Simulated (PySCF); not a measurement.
MoOF3 (doublet state).
SMILES: `[O]=[Mo]([F])([F])[F]`

Level of theory: PySCF 2.14.0, PBE0-D3(BJ)/def2-SVP geometry optimisation, gas phase, def2 core potentials past Kr.

Take the most abundant isotopes and a rigid rotor. 

Question: What are A, B and C (GHz)?

Answer: Ia = 142.23, Ib = 161.98, Ic = 167.76 u·Å²; 505379 MHz·u·Å²/I gives 3553, 3120 and 3013 MHz, that is A = 3.5531, B = 3.1199, C = 3.0126 GHz.

Question: Classify the top.

Answer: An asymmetric top. Ray's parameter κ = (2B − A − C)/(A − C) = -0.603; −1 is the prolate and +1 the oblate limit.

Question: Is it planar, by Δ = Ic − Ia − Ib?

Answer: Not planar: Δ = Ic − Ia − Ib = -136.46 u·Å². For a rigid frame Δ = −2 Σ m c², so Σ m c² = 68.23 u·Å² lies off the ab plane. The atom farthest from that plane is 1.53 Å away.

Question: Give the coordinates in the principal-axis frame, origin at the centre of mass.

Answer: The sense of each axis is arbitrary; atoms in the order of the calculation.
| atom | mass (u) | a (Å) | b (Å) | c (Å) |
| --- | --- | --- | --- | --- |
| Mo1 | 97.905 | -0.044 | -0.053 | 0.088 |
| O2 | 15.995 | 0.397 | -1.269 | 1.107 |
| F3 | 18.998 | 0.973 | 1.468 | 0.369 |
| F4 | 18.998 | -1.817 | 0.361 | -0.229 |
| F5 | 18.998 | 0.737 | -0.490 | -1.527 |

Question: Where do the levels up to J = 4 lie, in K?

Answer: Above 0(0,0), as E/k:
J = 1: 1(0,1) 0.294, 1(1,1) 0.315, 1(1,0) 0.320
J = 2: 2(0,2) 0.882, 2(1,2) 0.899, 2(1,1) 0.914, 2(2,1) 0.976, 2(2,0) 0.977
J = 3: 3(0,3) 1.762, 3(1,3) 1.773, 3(1,2) 1.804, 3(2,2) 1.859, 3(2,1) 1.863, 3(3,1) 1.977, 3(3,0) 1.977
J = 4: 4(0,4) 2.932, 4(1,4) 2.939, 4(1,3) 2.990, 4(2,3) 3.036, 4(2,2) 3.047, 4(3,2) 3.155, 4(3,1) 3.156, 4(4,1) 3.318, 4(4,0) 3.318
The levels of one J sum to (2J + 1)J(J + 1)(A + B + C)/3.

Question: Which lines would a microwave search look for?

Answer: The dipole components are |μa| = 1.15 D, |μb| = 0.01 D, |μc| = 0.78 D. The squared components, which scale the intensities, stand as 1.00 : 0.00 : 0.46 (a : b : c). Some lines, for components of 0.1 D or more:

```csv
type,branch,"J(Ka,Kc)",MHz,lower level (cm⁻¹)
a,Q,"2(1,1) ← 2(1,2)",322,0.625
a,Q,"3(1,2) ← 3(1,3)",642,1.233
c,Q,"4(2,3) ← 4(1,3)",963,2.078
c,Q,"3(3,1) ← 3(2,1)",2360,1.295
a,R,"2(1,2) ← 1(1,1)",12158,0.219
c,R,"2(2,1) ← 1(1,1)",13779,0.219
a,R,"3(2,2) ← 2(2,1)",18398,0.679
c,R,"3(1,2) ← 2(0,2)",19212,0.613
c,R,"3(2,2) ← 2(1,2)",20019,0.625
c,R,"3(3,0) ← 2(2,0)",20826,0.679
a,R,"4(1,4) ← 3(1,3)",24285,1.233
a,R,"4(3,2) ← 3(3,1)",24560,1.374
a,R,"4(3,1) ← 3(3,0)",24571,1.374
a,R,"4(1,3) ← 3(1,2)",24704,1.254
c,R,"4(1,3) ← 3(0,3)",25586,1.225
c,R,"4(2,2) ← 3(1,2)",25905,1.254
c,R,"4(4,1) ← 3(3,1)",27942,1.374
```

For this open shell read J as N, the rotation without spin; fine and hyperfine splittings come on top. Stationary, but not proved a minimum. ⟨S²⟩ = 0.754 (exact for a doublet: 0.75). Zero-point vibration and centrifugal distortion are left out.

Hardware: one thread of an x86-64 server, shared host. Cost: 90 s wall. These figures are those of the optimisation.

Neither the SCF state along the optimisation nor the shape of the open-shell metal species was proved the lowest: other solutions of the same spin, or a structure of lower symmetry, can lie below.
